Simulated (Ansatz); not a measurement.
`FC(F)(F)[TeH]` and `C[SiH2]OC(F)(F)F` differ in one atom or group.

Ansatz, PBE0-D4/def2-TZVP geometries, multiplicity 1. Each molecule was computed in one conformer, which needn't be the lowest.

Elements past krypton have def2 core potentials.

```json
{"property": "size of the dipole moment (B3LYP/def2-TZVPP) / D", "`FC(F)(F)[TeH]`": "1.64"}
{"property": "HOMO–LUMO gap (ωB97M-V/def2-TZVPP) / eV", "`FC(F)(F)[TeH]`": "9.48"}
{"property": "LUMO energy (PBE/def2-TZVPP) / eV", "`FC(F)(F)[TeH]`": "-2.38"}
{"property": "LUMO energy (ωB97M-V/def2-TZVPP) / eV", "`FC(F)(F)[TeH]`": "0.32"}
{"property": "size of the dipole moment (ωB97M-V/def2-TZVPP) / D", "`FC(F)(F)[TeH]`": "1.69"}
{"property": "HOMO–LUMO gap (PBE0/def2-TZVPP) / eV", "`FC(F)(F)[TeH]`": "5.41"}
```

Give the same properties after the change, and the shifts. (An estimate is asked.)

Computed: 
```
                                          property  `C[SiH2]OC(F)(F)F`  shift
  size of the dipole moment (B3LYP/def2-TZVPP) / D                2.67   1.03
           HOMO–LUMO gap (ωB97M-V/def2-TZVPP) / eV               13.62   4.14
                 LUMO energy (PBE/def2-TZVPP) / eV               -0.49   1.89
             LUMO energy (ωB97M-V/def2-TZVPP) / eV                2.03   1.71
size of the dipole moment (ωB97M-V/def2-TZVPP) / D                2.64   0.95
              HOMO–LUMO gap (PBE0/def2-TZVPP) / eV                9.69   4.28
```

With PBE0 the HOMO falls by 2.31 eV and the LUMO rises by 1.96 eV, so the gap widens by about 4.27 eV. PBE moves the HOMO by -1.97 eV and ωB97M-V by -2.44 eV. Dipoles are sizes alone; their direction can turn.

B3LYP here is the variant with VWN-RPA as its local correlation; programs differ in this.

Spin–orbit coupling is left out; it splits and shifts lone-pair levels of the heavy atoms by tenths of an eV.
